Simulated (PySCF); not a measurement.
PySCF input for GeHCl₃, SMILES [GeH]([Cl])([Cl])[Cl], C-PCM-M06-2X/def2-SVP. The structure is a stationary point at r2SCAN-D4/def2-SVP. The isomer is the one that the SMILES or the coordinates give; other isomers of the formula were not compared.

```python
import numpy as np
from pyscf import gto, scf, dft
from pyscf.solvent import pcm

mol = gto.M(
    atom='''
    Ge   -0.00000000    0.00000000    0.43698295
    Cl    1.73669978   -1.00268408   -0.31263058
    Cl   -1.73669978   -1.00268409   -0.31263058
    Cl   -0.00000000    2.00536817   -0.31263058
    H    -0.00000001    0.00000000    1.96070531
    ''',
    basis='def2-SVP',
    charge=0,
    spin=0,
    max_memory=1600,
    verbose=3,
)
mf = dft.RKS(mol, xc='m06-2x').density_fit(auxbasis='def2-universal-jkfit')
mf.grids.level = 4
mf.conv_tol = 1e-9
mf.max_cycle = 100
mf.kernel()
res = {}
for name, eps in {'water': 78.355, 'acetonitrile': 35.688, '1-octanol': 9.8629}.items():
    s = mf.PCM()
    s.with_solvent.method, s.with_solvent.eps, s.with_solvent.lebedev_order = 'C-PCM', eps, 29
    s.kernel(mf.make_rdm1())
    res[name] = (s.e_tot, eps, s.dip_moment(), s.mo_energy, s.converged)
    print(f'{name}: electrostatic solvation free energy {(s.e_tot - mf.e_tot) * 627.509474:.3f} kcal/mol')
```

It prints:

```
converged SCF energy = -3457.6081385419

WARN: PCM is an experimental feature. It is still in testing.
Features and APIs may be changed in the future.

converged SCF energy = -3457.61165094895
Dipole moment(X, Y, Z, Debye):  0.00000, -0.00029,  2.14139
water: electrostatic solvation free energy -2.204 kcal/mol

WARN: PCM is an experimental feature. It is still in testing.
Features and APIs may be changed in the future.

converged SCF energy = -3457.61158598305
Dipole moment(X, Y, Z, Debye):  0.00000, -0.00028,  2.13042
acetonitrile: electrostatic solvation free energy -2.163 kcal/mol

WARN: PCM is an experimental feature. It is still in testing.
Features and APIs may be changed in the future.

converged SCF energy = -3457.61127940284
Dipole moment(X, Y, Z, Debye):  0.00000, -0.00025,  2.07899
1-octanol: electrostatic solvation free energy -1.971 kcal/mol
```

The run converged.

Cost: about 80 core-seconds (a rough figure).
